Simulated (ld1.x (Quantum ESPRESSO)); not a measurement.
# Reading a pseudo-wave (sulfur (S))

Columns: radius, all-electron u(r) and pseudo u(r) of the 3p shell (level -6.98 eV) of sulfur in the configuration [Ne] 3s2 3p4; Wu–Cohen, scalar-relativistic, TM scheme, ld1.x (Quantum ESPRESSO) 7.5.

```tsv
r (bohr)	all-electron	pseudo
0.068	0.0960	-0.0038
0.135	0.2278	-0.0151
0.202	0.3099	-0.0333
0.270	0.3316	-0.0584
0.338	0.3023	-0.0895
0.405	0.2389	-0.1250
0.473	0.1531	-0.1651
0.540	0.0578	-0.2077
0.608	-0.0424	-0.2532
0.675	-0.1394	-0.2995
0.742	-0.2313	-0.3467
0.810	-0.3172	-0.3950
0.878	-0.3947	-0.4432
0.945	-0.4624	-0.4900
1.013	-0.5224	-0.5358
1.080	-0.5729	-0.5783
1.148	-0.6158	-0.6174
1.215	-0.6503	-0.6506
1.283	-0.6781	-0.6781
1.350	-0.6990	-0.6990
1.418	-0.7141	-0.7141
1.485	-0.7237	-0.7237
1.553	-0.7288	-0.7288
1.620	-0.7297	-0.7297
1.688	-0.7271	-0.7271
1.755	-0.7215	-0.7215
```

Problem. How many radial nodes do the two functions have?

Solution. The all-electron 3p function has n − l − 1 = 1; the pseudo-wave has 0, since the states of the same l below it are removed with the core.

Problem. At about which radius was the pseudo-wave matched?

Solution. 1.35 bohr. The columns agree to 0.0005 from 1.22 bohr on; several derivatives are matched, so the curves merge somewhat inside the radius.

Problem. Is the pseudo-wave norm-conserving?

Solution. Yes: the TM scheme keeps the norm inside the radius equal to the all-electron one, which fixes the energy derivative of the logarithmic derivative at the level.
